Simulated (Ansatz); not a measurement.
Single points on the cluster Li₉⁺.

```yaml
crystal:
  periodic: [false, false, false]
  atoms:
    - {symbol: Li, position_ang: [-2.387089, 0.814800, -1.128388]}
    - {symbol: Li, position_ang: [2.619128, -0.234810, -0.858459]}
    - {symbol: Li, position_ang: [-1.332018, 1.002586, 1.917546]}
    - {symbol: Li, position_ang: [-2.134893, -1.714750, 0.351920]}
    - {symbol: Li, position_ang: [-0.001758, -0.001542, 0.002515]}
    - {symbol: Li, position_ang: [-0.156164, -1.283064, -2.179674]}
    - {symbol: Li, position_ang: [0.532117, 2.230597, -1.081491]}
    - {symbol: Li, position_ang: [1.902925, 1.129956, 1.647277]}
    - {symbol: Li, position_ang: [0.957742, -1.943774, 1.328735]}
basis:
  gaussian: {orbitals: def2-TZVP, initial_orbitals: start.molden}
total_charge: 1
magnetization: {spin_polarized: true, initial_magnetization: 2}
hamiltonian: {xc: r2scan}
scf: {omitted_lower_state_checks: [starts]}
output: {orbitals: {seedname: orbitals}}
```

The file start.molden holds the orbitals of an earlier run on this structure, at another level or in another basis.

```sh
$ ansatz run in.yaml --threads 4 --pin off --events-out ev --progress --plain --max-ram 3916MiB
```

Shortened log:

```
Functional definition: r2SCAN
1161 factors; their error is unknown
mean field evaluation 1: about -1835.3657 eV, gradient 3.9e0 eV
mean field evaluation 2: about -1835.4139 eV, gradient 7.2e-2 eV
mean field evaluation 4: about -1835.4124 eV, gradient 2.0e-3 eV
mean field evaluation 8: about -1835.4124 eV, gradient 2.5e-5 eV
mean field -1835.41236785 eV, -67.4501604312 hartree, gradient 9.0e-6 eV, S^2 2.061393; 0 other end points of the search recorded, 0 dependent functions left out
reference -1835.41242506 eV, -67.4501625339 hartree; 14, 12 occupied and 112, 114 virtual orbitals, 1161 factors
Total energy: -1835.41242506 eV, -67.4501625339 hartree
Checks for a lower state left out: starts
```

Hardware: 4 threads of Arm Neoverse V1 on a shared host. Wall time 12 s.

The first input with `hamiltonian: {xc: pbe}` (abridged; 5 s):

```
Functional definition: PBE
mean field -1831.19787783 eV, -67.2952807798 hartree, gradient 5.6e-6 eV, S^2 2.025243
Total energy: -1831.19794474 eV, -67.2952832387 hartree
Checks for a lower state left out: starts
```

The first input with `gaussian: {orbitals: def2-TZVP}`, `hamiltonian: {xc: pbe0}` (abridged; 7.5 s):

```
Functional definition: PBE0
mean field evaluation 16: about -1832.1934 eV, gradient 2.3e-3 eV
mean field evaluation 32: about -1832.1934 eV, gradient 1.6e-5 eV
mean field -1832.19341699 eV, -67.3318661690 hartree, gradient 6.3e-6 eV, S^2 2.042849
Total energy: -1832.19346741 eV, -67.3318680221 hartree
Checks for a lower state left out: starts
```

Geometry: r2SCAN/def2-TZVP, that of the neutral doublet.

At PBE0/def2-TZVP a singlet of charge 1 lies 1.14 eV below the triplet, each at its own geometry. The structure comes from a short search, and lower isomers may exist.
